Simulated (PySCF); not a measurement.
C₃H₅, charge +1, multiplicity 1.

```xyz
8

C      0.0000    -1.1838     0.2106
C      0.0000     0.0000    -0.4928
C      0.0000     1.1838     0.2106
H      0.0000    -2.1450    -0.2932
H      0.0000    -1.1909     1.2961
H      0.0000     0.0000    -1.5758
H      0.0000     2.1450    -0.2932
H      0.0000     1.1909     1.2961
```
Charge +1, spin multiplicity 1.

Coordinates come from a B3LYP-D3(BJ)/def2-TZVP optimisation. The spin state was assumed, not searched. The isomer is the one that the SMILES or the coordinates give; other isomers of the formula were not compared.

Level of theory: PySCF with PBE/pcSseg-2. Non-relativistic, no solvent.

Computed absolute GIAO shielding of each atom: isotropic value and principal components (ppm):
```tsv
atom	σ(iso)	σ11	σ22	σ33	span
C1	-64.9	-177.2	-166.6	149.1	326.4
C2	18.8	-90.1	-23.1	169.6	259.7
C3	-64.9	-177.2	-166.6	149.1	326.4
H4	21.1	14.1	23.1	26.2	12.2
H5	21.6	14.1	24.1	26.5	12.4
H6	22.2	19.1	22.1	25.5	6.4
H7	21.1	14.1	23.1	26.2	12.2
H8	21.6	14.1	24.1	26.5	12.4
```
